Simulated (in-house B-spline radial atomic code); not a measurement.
# PBE0 excitations of Sb IV (Sb3+)

Method: PBE0. Computed with an all-electron radial atomic-structure program (B-spline basis): linear response of the closed shell [Kr] 4d10 5s2 with the functional's adiabatic kernel; scalar-relativistic (spin-free one-electron X2C), finite nucleus, no spin-orbit coupling, no double excitations, S, P, D and F terms only; shells from n = 3 respond. Only terms of natural parity with L up to 3 were computed.

Command:
```bash
python run_td.py task.json out
```
Settings (radii: box in bohr, nucleus in fm):
```
Z                        51
electrons                48
configuration            [Kr] 4d10 5s2
hamiltonian              x2c
method                   pbe0
box_radius               23.08
rms_radius               4.6802
intervals                72
```

Run time, properties included: 1.5 s on 1 thread of Intel(R) Xeon(R) 6975P-C (Granite Rapids), with other jobs on the host.

The lowest states, in the order of their Tamm-Dancoff energies; the method's threshold (minus the highest occupied level) is 39.87 eV. Labels give the largest channel, * marks a mixed state, and oscillator strengths are full-response dipole values. Semilocal kernels can invert the small singlet-triplet splittings of Rydberg terms. Energies in eV:

```csv
state,full response,Tamm-Dancoff,oscillator strength
5s → 5p 3P,8.413,8.563,-
5s → 5p 1P,11.751,12.214,1.6
5s → 5d 3D,?,?,-
5s → 5d 1D,22.354,22.371,-
5s → 6s 3S,22.899,22.904,-
5s → 6s 1S,23.555,23.585,-
5s → 6p 3P,26.157,26.166,-
5s → 6p 1P,26.463,26.502,0.0277
5s → 4f 3F,27.443,27.471,-
5s → 4f 1F,27.919,27.924,-
5s → 6d 3D,?,?,-
5s → 6d 1D,30.78,30.79,-
5s → 7s 3S,30.82,30.82,-
5s → 7s 1S,30.99,31.00,-
5s → 7p 3P,32.14,32.14,-
```

Question: Where does 5s → 6d 3D lie?

Answer: At 30.60 eV in full response, 30.60 eV in Tamm-Dancoff.

Question: Where does 5s → 5d 3D lie?

Answer: At 21.612 eV in full response, 21.630 eV in Tamm-Dancoff.

Question: How large is the singlet-triplet splitting of 5s → 5p (P terms) in Tamm-Dancoff?

Answer: 3.65 eV, from the unrounded values.

Question: What polarisabilities and dispersion coefficient does the method give?

Answer: Dipole 10.75 bohr³, quadrupole 29.68 bohr⁵, C6 51.75 hartree·bohr⁶ for two such species.
